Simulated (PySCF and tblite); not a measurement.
The numbers below are computed, except where a source is named.
C₅H₆O₂, numbered as in [CH2:1]=[CH:2][O:3][C:4](=[O:5])[CH:6]=[CH2:7].

First level. Conformers came from 150 starts (ETKDG, MMFF94s, GFN2-xTB); geometries are GFN2-xTB. Free energies are B3LYP-D3(BJ)/pcSseg-1 (IEF-PCM, chloroform) single points with GFN2-xTB rigid-rotor and vibrational terms (modes under about 100 cm⁻¹ blended into free rotors). Symmetry numbers and mirror images are counted. Conformers within 3 kcal/mol (GFN2-xTB free energy) were kept, 10 at most. GIAO shieldings: B3LYP/pcSseg-1 (IEF-PCM, chloroform). Shifts are against TMS (¹H), TMS (¹³C) at the same level; of two unlike H on one atom, a is the less shielded. (PySCF 2.14, tblite 0.8.)

It gives, at 298.15 K, with 4 conformers (largest weight 61 %): ¹H: 7.97 (H2, 1H), 7.03 (H7a, 1H), 6.51 (H7b, 1H), 6.33 (H6, 1H), 5.22 (H1a, 1H), 4.99 (H1b, 1H) ppm. ¹³C: 170.6 (C4), 150.6 (C2), 144.8 (C7), 136.9 (C6), 103.1 (C1) ppm.

Second level: GFN2-xTB geometries, energies OPBE-D3(BJ)/pcSseg-1 (IEF-PCM, acetonitrile), shieldings OPBE/pcSseg-1 (IEF-PCM, acetonitrile), on up to 4 of the same conformers.

Problem. How do the averaged shifts change?

Solution. 
```csv
signal,first,second,change (ppm)
H1a,5.22,5.31,0.09
H1b,4.99,5.18,0.19
H2,7.97,8.01,0.04
H6,6.33,6.54,0.21
H7a,7.03,7.11,0.08
H7b,6.51,6.69,0.18
C1,103.1,98.3,-4.8
C2,150.6,142.3,-8.3
C4,170.6,159.3,-11.3
C6,136.9,130.2,-6.7
C7,144.8,138.0,-6.8
```

The largest weight becomes 65 %.

The minima are those of GFN2-xTB; planar forms about aryl–S or allylic bonds may be saddles in DFT. Shifts are unscaled: against experiment ¹³C can be off by 15 ppm or more and ¹H by 0.8 ppm.


Conformer gaps in pcSseg-1 on xTB geometries can be 2 kcal/mol off for S=O, P=O and other polar bonds.